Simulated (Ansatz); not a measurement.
Start from `[S]=[Nb]([Cl])([Cl])[Cl]` and change one element to get `[S]=[Ta]([Cl])([Cl])[Cl]`.

Ansatz, PBE0-D4/def2-TZVP geometries, multiplicity 1. 

Elements past krypton have def2 core potentials.

```csv
property,`[S]=[Nb]([Cl])([Cl])[Cl]`
HOMO energy (ωB97M-V/def2-TZVPP) / eV,-10.55
HOMO–LUMO gap (B3LYP/def2-TZVPP) / eV,4.71
LUMO energy (PBE/def2-TZVPP) / eV,-4.03
HOMO energy (PBE0/def2-TZVPP) / eV,-8.48
HOMO–LUMO gap (ωB97M-V/def2-TZVPP) / eV,9.26
zero-point energy (PBE0-D4/def2-TZVP) / kJ/mol,15.2
```

**Question.** What does the change do to each property? (Best estimate.)

**Answer.** Computed: 
| property | `[S]=[Ta]([Cl])([Cl])[Cl]` | shift |
| --- | --- | --- |
| HOMO energy (ωB97M-V/def2-TZVPP) / eV | -10.35 | 0.20 |
| HOMO–LUMO gap (B3LYP/def2-TZVPP) / eV | 4.98 | 0.27 |
| LUMO energy (PBE/def2-TZVPP) / eV | -3.60 | 0.43 |
| HOMO energy (PBE0/def2-TZVPP) / eV | -8.29 | 0.19 |
| HOMO–LUMO gap (ωB97M-V/def2-TZVPP) / eV | 9.54 | 0.28 |
| zero-point energy (PBE0-D4/def2-TZVP) / kJ/mol | 14.5 | -0.7 |

With PBE0 the HOMO rises by 0.19 eV and the LUMO rises by 0.47 eV, so the gap widens by about 0.28 eV. PBE moves the HOMO by 0.17 eV and ωB97M-V by 0.20 eV.

B3LYP here is the variant with VWN-RPA as its local correlation; programs differ in this.
